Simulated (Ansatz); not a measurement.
Reaction (cleavage of the Ga–Si bond): `[SiH3][GaH][SH]` + silanol → `[SiH3][O][GaH][SH]` + SiH₄

Program: Ansatz. Geometries: PBE0-D4/def2-TZVP. ΔE: electronic, gas phase. CCSD(T)/CBS is the MP2 limit (def2-TZVPP, def2-QZVPP) plus CCSD(T) − MP2 in def2-TZVPP, frozen cores. This one scheme is used for every species. Functionals use def2-TZVPP. B3LYP here is the variant with VWN-RPA as its local correlation; programs differ in this. HSE06 is defined as in plane-wave codes. For Ga outer-core shells are correlated without core-valence functions, which leaves a few kJ/mol of doubt a bond. Scalar relativity is left out up to krypton. One conformer a species, not always the lowest.

```tsv
level	ΔE (kJ/mol)	difference from CCSD(T)/CBS
revPBE-D4	-44.6	14.4
BLYP-D4	-57.9	1.1
r2SCAN-D4	-55.9	3.1
B97M-V	-57.9	1.1
PBE0-D4	-45.9	13.1
B3LYP-D4	-59.7	-0.7
r2SCANh-D4	-55.9	3.1
r2SCAN0-D4	-56.1	2.9
HSE06-D4	-45.6	13.4
BHLYP-D4	-66.6	-7.6
CAM-B3LYP-D4	-65.6	-6.6
ωB97X-V	-61.5	-2.5
B2PLYP	-63.6	-4.6
PBE-QIDH	-57.5	1.5
PBE	-39.3	19.7
revPBE	-37.5	21.5
BLYP	-52.6	6.4
r2SCAN	-55.2	3.8
PBE0	-43.7	15.3
B3LYP	-55.7	3.3
r2SCANh	-55.2	3.8
HSE06	-43.6	15.4
BHLYP	-63.9	-4.9
LC-ωPBE	-54.5	4.5
RPA@PBE/def2-TZVPP	-65.1	-6.1
HF/def2-SVP	-82.4	-23.4
MP2/def2-SVP	-83.5	-24.5
CCSD/def2-SVP	-78.0	-19.0
CCSD(T)/def2-SVP	-77.9	-18.9
HF/def2-TZVPP	-76.6	-17.6
MP2/def2-TZVPP	-70.0	-11.0
SCS-MP2/def2-TZVPP	-73.7	-14.7
CCSD/def2-TZVPP	-65.0	-6.0
CCSD(T)/def2-TZVPP	-64.5	-5.5
HF/def2-QZVPP	-78.3	-19.3
MP2/def2-QZVPP	-67.4	-8.4
SCS-MP2/def2-QZVPP	-71.5	-12.5
HF/CBS(def2)	-78.5	-19.5
MP2/CBS(def2)	-64.5	-5.5
CCSD/CBS(def2)	-59.5	-0.5
CCSD(T)/CBS	-59.0	0
```

Largest T1 diagnostic among the species: 0.014.

From PBE to PBE0 (25 % exact exchange), in def2-TZVPP and without D4, ΔE moves by −4.4 kJ/mol. The D4 term adds −4.0 kJ/mol with B3LYP and −2.2 kJ/mol with PBE0; it sums over pairs of atoms, weighted by their polarisabilities, and B3LYP, whose exchange is more repulsive, gets the larger term. At CCSD(T), def2-SVP lies −18.9 kJ/mol from the extrapolated value and def2-TZVPP −5.5 kJ/mol.
